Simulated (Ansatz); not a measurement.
`[F][GaH][SH]`, charge 0, multiplicity 1.

Problem. Give a relaxed structure at PBE0-D4/def2-TZVP (the Gaussian-basis code of Ansatz). (An estimate is asked.)

Solution. The calculation gave: 
Z-matrix (Å, degrees):
```
Ga
F 1 1.756
S 1 2.183 2 113.1
H 1 1.547 2 118.7 3 180.0
H 3 1.345 1 92.1 2 -0.0
```
Point group Cs.
